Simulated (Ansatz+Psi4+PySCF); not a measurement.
## triplet VN: levels of theory in one basis

```json
{"atom": "V", "x (Å)": "0.0000", "y (Å)": "0.0000", "z (Å)": "0.0000"}
{"atom": "N", "x (Å)": "0.0000", "y (Å)": "0.0000", "z (Å)": "1.5660"}
```

Basis set: cc-pVTZ (spherical functions). Correlated methods keep 10 orbitals frozen. Correlation on ROHF uses semicanonical orbitals with singles. Charge 0, multiplicity 3.

Computed with Ansatz (development build ahead of 0.2.0) and Psi4 1.11; each method stands on the lowest determinant of its kind that the runs found.

```tsv
method	E − E(ROHF) (eV)	<S²> of the determinant
ROHF	0.00	2.00
UHF	-1.66	3.28
ROHF-MP2	-12.24	–
UHF-MP2	-9.17	3.28
ROHF-CCSD	-10.78	–
UHF-CCSD	-10.99	3.28
ROHF-CCSD(T)	-11.82	–
```

What does UHF-CCSD(T) give on the same scale?

-11.75 eV.

Caution: another spin multiplicity may lie lower. Caution for ROHF, ROHF-MP2, ROHF-CCSD, ROHF-CCSD(T): an unrestricted determinant lies well below. Caution for UHF, UHF-MP2, UHF-CCSD, UHF-CCSD(T): the unrestricted determinant is a mixture of spin states. Caution for ROHF-MP2, UHF-MP2, ROHF-CCSD, UHF-CCSD, ROHF-CCSD(T), UHF-CCSD(T): large amplitudes, a single reference is doubtful. Caution for ROHF-CCSD, ROHF-CCSD(T): the program doubts this total. Caution for UHF-CCSD(T): another reference gives a lower total.
